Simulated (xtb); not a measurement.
C₄H₁₂Ge, charge -1, doublet, geometry from GFN2-xTB (a state made from the parent by changing its charge; the spin is typed, not shown lowest); GFN2-xTB in xtb 6.7.1.

The xtb input:
```
$ xtb mol.xyz --gfn 2 --chrg -1 --uhf 1 --etemp 5000 --json

# file mol.xyz
17

C     -0.18628611    -1.92257854    -1.31585367
Ge    -0.04310753     0.11793310    -0.29813758
C      0.04327048     2.31383916     0.32673790
C     -1.37936622    -0.38228772     1.16976313
C      1.65483068    -0.37132498     0.73538698
H     -1.14334550    -2.03132044    -1.82015718
H     -0.09247176    -2.70019536    -0.56464315
H      0.60895256    -2.03958462    -2.04793934
H      0.21284443     2.37088112     1.39715706
H     -0.89216839     2.81440344     0.08917968
H      0.85304361     2.82552521    -0.18761060
H     -2.41225755    -0.24277892     0.84957366
H     -1.26937828    -1.42571518     1.45829435
H     -1.23161890     0.22796698     2.05844812
H      1.67131249    -1.43087593     0.98253315
H      2.55884440    -0.15825181     0.16424119
H      1.72099073     0.19019873     1.66511944
```

Q: Predict the main parts of the log of this xtb run.

A: 
```
   ID    Z sym.   atoms
    1    6 C      1, 3-5
    2   32 Ge     2
    3    1 H      6-17

           -------------------------------------------------
          |                Calculation Setup                |
           -------------------------------------------------

molecular fragmentation (1/2 indicates fragments):
11112111111111222
# atoms in fragment 1/2:    13     4
 fragment masses (1/2) :      117.73       15.03
CMA distance (Bohr)    :   4.174
constraining FC (au)   :  0.0500

           -------------------------------------------------
          |                 G F N 2 - x T B                 |
           -------------------------------------------------

          ...................................................
          :                      SETUP                      :
          :.................................................:
          :  # basis functions                  38          :
          :  # atomic orbitals                  37          :
          :  # shells                           23          :
          :  # electrons                        33          :
          :  max. iterations                   250          :
          :  Hamiltonian                  GFN2-xTB          :
          :  restarted?                      false          :
          :  GBSA solvation                  false          :
          :  PC potential                    false          :
          :  electronic temp.         5000.0000000     K    :
          :  accuracy                    1.0000000          :
          :  -> integral cutoff          0.2500000E+02      :
          :  -> integral neglect         0.1000000E-07      :
          :  -> SCF convergence          0.1000000E-05 Eh   :
          :  -> wf. convergence          0.1000000E-03 e    :
          :  Broyden damping             0.4000000          :
          :  net charge                         -1          :
          :  unpaired electrons                  1          :
          ...................................................

 iter      E             dE          RMSdq      gap      omega  full diag
   1    -16.5562114 -0.165562E+02  0.435E+00    4.01       0.0  T
   2    -16.2833680  0.272843E+00  0.623E+00    5.87       1.0  T
   3    -16.9017910 -0.618423E+00  0.214E+00    5.09       1.0  T
   4    -16.9174796 -0.156887E-01  0.740E-01    4.90       1.0  T
   5    -16.9175431 -0.634270E-04  0.418E-01    5.00       1.0  T
[...]
         :: total energy             -16.703721848199 Eh    ::
[...]
 Mol. α(0) /au        :         93.747791

Wiberg/Mayer (AO) data.
largest (>0.10) Wiberg bond orders for each atom

 ---------------------------------------------------------------------------
     #   Z sym  total        # sym  WBO       # sym  WBO       # sym  WBO
 ---------------------------------------------------------------------------
     1   6 C    3.750 --     8 H    0.991     6 H    0.991     7 H    0.991
                             2 Ge   0.635
     2  32 Ge   2.989 --     4 C    0.836     5 C    0.836     3 C    0.635
                             1 C    0.635
     3   6 C    3.750 --    10 H    0.991    11 H    0.991     9 H    0.991
                             2 Ge   0.635
     4   6 C    3.892 --    12 H    0.990    14 H    0.990    13 H    0.990
                             2 Ge   0.836
     5   6 C    3.892 --    16 H    0.990    15 H    0.990    17 H    0.990
                             2 Ge   0.836
     6   1 H    0.997 --     1 C    0.991
     7   1 H    0.997 --     1 C    0.991
     8   1 H    0.997 --     1 C    0.991
     9   1 H    0.997 --     3 C    0.991
    10   1 H    0.997 --     3 C    0.991
    11   1 H    0.997 --     3 C    0.991
    12   1 H    0.998 --     4 C    0.990
    13   1 H    0.998 --     4 C    0.990
    14   1 H    0.998 --     4 C    0.990
    15   1 H    0.998 --     5 C    0.990
    16   1 H    0.998 --     5 C    0.990
    17   1 H    0.998 --     5 C    0.990
 ---------------------------------------------------------------------------

Topologies differ in total number of bonds
Writing topology from bond orders to xtbtopo.mol

molecular dipole:
                 x           y           z       tot (Debye)
 q only:       -0.058       0.160      -0.404
   full:        0.053      -0.144       0.365       1.007
molecular quadrupole (traceless):
                xx          xy          yy          xz          yz          zz
 q only:        2.532      -0.693      -6.447       0.202      -4.754       3.915
  q+dip:        2.097      -0.446      -4.390       0.027      -3.059       2.293
   full:        2.773      -0.425      -4.604      -0.140      -2.935       1.830

           -------------------------------------------------
          | TOTAL ENERGY              -16.703721848199 Eh   |
          | GRADIENT NORM               0.006730383973 Eh/α |
          | HOMO-LUMO GAP               4.958141631938 eV   |
           -------------------------------------------------

normal termination of xtb
```
